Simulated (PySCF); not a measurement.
# Niobium: highly charged ions in a basis for the neutral atom

Nb⁹⁺ [Ar] 3d10 4s2 4p2, Nb¹⁰⁺ [Ar] 3d10 4s2 4p1. Computed with PySCF 2.14 in def2-SVP with the def2 core potential (28 electrons), with scalar relativity through the core potential. No spin-orbit coupling, so a gap to NIST mixes the basis error with missing relativistic terms.

Changed run: basis of the neutral atom used for a highly charged ion. This setting is unsound on purpose.

```
species  method  sound run (hartree)  changed run (hartree)  converged
   Nb⁹⁺     UHF              not run              -32.42895        yes
   Nb⁹⁺    BP86              not run              -32.61413        yes
   Nb⁹⁺    MN15              not run              -32.51890        yes
  Nb¹⁰⁺     UHF              not run              -25.89896        yes
  Nb¹⁰⁺    BP86              not run              -26.05938        yes
  Nb¹⁰⁺    MN15              not run              -26.00634        yes
```

Ionisation energy of Nb⁹⁺:

| method | changed run (eV) | NIST (eV) |
| --- | --- | --- |
| UHF | 177.69 | 180 ± 2.2 |
| BP86 | 178.36 | 180 ± 2.2 |
| MN15 | 177.22 | 180 ± 2.2 |

The contracted functions were made for the neutral atom and can be too rigid for a highly charged ion.
